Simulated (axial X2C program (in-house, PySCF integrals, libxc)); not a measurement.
## TiGa along the bond: PBE0, with spin–orbit coupling

All values were computed with an axial X2C code built on PySCF integrals. Two-component (2c) means X2C with spin–orbit coupling and atomic mean-field two-electron Coulomb and Gaunt terms. Basis: Ga dyall-cv3z [9s9p7d4f1g], Ti dyall-cv3z [10s10p6d4f2g] (cores contracted in-house); Gaussian nuclei, density fitting, unrestricted open shells. Masses: Ga 68.926 u, Ti 47.948 u.

State: Ω = 1/2 (⟨Sz⟩ = 2.50, ⟨Lz⟩ = -2.00 at PBE0). Dipoles are positive if Ti is the positive end.

Results along the bond:

| R (Å) | μ (D) | HOMO (eV) | LUMO (eV) |
| --- | --- | --- | --- |
| 2.322 | 2.686 | -4.57 | -1.88 |
| 2.396 | 2.776 | -4.45 | -1.91 |
| 2.470 | 2.848 | -4.33 | -1.94 |
| 2.556 | 2.912 | -4.21 | -1.97 |
| 2.643 | 2.955 | -4.09 | -1.99 |
| 2.754 | 2.985 | -3.95 | -2.02 |

The state is a single determinant with fixed occupations, the lowest that a limited PBE0 search found. Density functionals use the spin component along the axis (collinear). Other states lie close and PBE0, whose exact exchange favours high spin, may order them wrongly; the determinant shown need not be the ground state. The nearest other 2c determinant of the search, Ω = 9/2, lies 0.02 eV up at the distance of the search. The functionals have no current-density term, which raises determinants with orbital currents, atoms included. The spin of this state cannot come from the lowest atoms; the curve heads to a higher limit, and no De is given. With several unpaired electrons one determinant need not be a pure state.
